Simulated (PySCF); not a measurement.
Ligand exchange on a metal centre used in film growth or etching (Zn CH3-SH). Isolated molecules, 0 K electronic values unless said otherwise. One relaxed conformer stands for each flexible species; it need not be the lowest.

Quantity: redistribution energy (mixed species minus the weighted end members), in kcal/mol.

Level 1: TPSSh-D3(BJ)/def2-TZVP // TPSS-D3(BJ)/def2-SVP (PySCF)
Level 2: PBE/6-31G* (LANL2DZ on Zn) // TPSS-D3(BJ)/def2-SVP (PySCF)
Level 3: SVWN5/6-31G* (LANL2DZ on Zn) // TPSS-D3(BJ)/def2-SVP (PySCF)
Level 4: HF/6-31G* (LANL2DZ on Zn) // TPSS-D3(BJ)/def2-SVP (PySCF)

```tsv
species	level 1	level 2	level 3	level 4
1 of 2 CH3 replaced by SH: [Zn(CH3)(SH)]	-1.28	-2.06	-2.07	-1.55
```
